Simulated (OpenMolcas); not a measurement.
Ru3+ among 6 point charges of -0.5 e arranged as an octahedron (Oh), 1.94 Å from the ion.

- Program: OpenMolcas 26.06
- Method: CASSCF
- Basis: ANO-RCC-VTZP [7s6p4d2f1g]
- Scalar Hamiltonian: DKH2, point nucleus
- Active space: 5 electrons in 5 orbitals (4d)
- State averaging: 2S+1 = 6 even, 1 root; 2S+1 = 4 even, 24 roots; 2S+1 = 2 even, 75 roots
- Spin-orbit coupling: RASSI with atomic mean-field integrals over the reference wave functions

(1) What is the spin-free ground state (labels of O, the rotations of Oh)?

(2) What are the lowest two levels with spin-orbit coupling?

(3) What is χT at 300 K, and how does it compare with the textbook value?

(4) Which ligand-field parameters describe the states?

Results:

(1) 6A1, 1-fold in its orbital part, 100 % from free-ion S terms; it has the highest spin that d5 allows.

(2) A 6-fold level, then a 2-fold level Γ7 26241 cm-1 above it. Their leading multiplicities are 6 (99 %) and 4 (97 %).

(3) The lowest level has 2S+1 = 6, for which the spin-only value is χT = S(S+1) / 2 = 4.375 cm3 K/mol (g = 2). The computed 4.375 at 300 K differs by 0, through a little spin-orbit mixing out of the ground term, against the free-electron g of 2.0023, which raises it.

(4) A least-squares ligand-field fit to the states below 45000 cm-1, each weighted by its degeneracy and with a free common offset, gives 10Dq = 2796 cm-1, B = 915 cm-1 and C = 3686 cm-1 (C/B = 4.03), with an rms deviation of 55 cm-1. 

Without dynamic correlation the repulsion within the d shell is too large (B by tens of per cent), so at a given field states of lower spin stand too high. Point charges give a weaker field than real ligands, and real ions of this kind are as a rule low spin; the high spin found here belongs to the model. This field is weak: 10Dq is about 2796 cm-1, while octahedral complexes of 4d ions of charge 3 and more, computed by the same method with explicit ligands, had a median near 25000 cm-1. Ground spin and moment need not be those of a real site. This is an electrostatic model: the charges have no orbitals. No measured value stands beside these numbers.
